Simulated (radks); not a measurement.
The table gives one normalised radial function P(r) = r R(r) of Au18+ in [Kr] 4d10 4f13 5s2 (r in bohr). All-electron calculation, scalar-relativistic Kohn-Sham, PBEsol, spin-polarised, spherical densities, point nucleus; open shells are filled with parallel spins first (spin-orbit coupling, left out, can overturn this in heavy ions). Program: a radial shooting solver on a logarithmic mesh with Libxc functionals.

r	P
0.002081	0.1574
0.002384	0.1707
0.002709	0.1836
0.003104	0.1972
0.003528	0.2097
0.004042	0.2222
0.004593	0.2328
0.005263	0.2420
0.005981	0.2479
0.006853	0.2504
0.007788	0.2482
0.008923	0.2396
0.01014	0.2245
0.01153	0.2015
0.01321	0.1672
0.01501	0.1248
0.0172	0.0690
0.01954	0.0066
0.02239	-0.0683
0.02545	-0.1438
0.02916	-0.2244
0.03314	-0.2940
0.03796	-0.3524
0.04315	-0.3834
0.04943	-0.3804
0.05618	-0.3360
0.06437	-0.2399
0.07316	-0.1055
0.08382	0.0721
0.09526	0.2512
0.1091	0.4217
0.124	0.5278
0.1421	0.5462
0.1615	0.4523
0.1836	0.2493
0.2103	-0.0562
0.239	-0.3714
0.2739	-0.6526
0.3113	-0.7888
0.3566	-0.7365
0.4053	-0.4896
0.4643	-0.0598
0.5278	0.4195
0.6046	0.8951
0.6872	1.2147
0.7873	1.3528
0.8948	1.2856
1.025	1.0543
1.165	0.7655
1.335	0.4704
1.517	0.2562
1.738	0.1126
1.976	0.0432
2.263	0.0125
2.572	0.0031

Which n and l does it have? It may be an empty orbital.

Answer. n = 5, l = 0: the number of nodes gives n - l - 1 = 4, the rise at small r (about r^(l+1), flatter next to the nucleus through relativity) gives l, and the extent must fit the shell. The curve is that of 5s down; the table hardly tells the two spins apart. 5s down: eigenvalue -473.15 eV, 4 radial nodes at r = 0.0198, 0.0795, 0.206, 0.472 bohr, <r> = 0.829 bohr, 90 % of the charge inside 1.16 bohr.
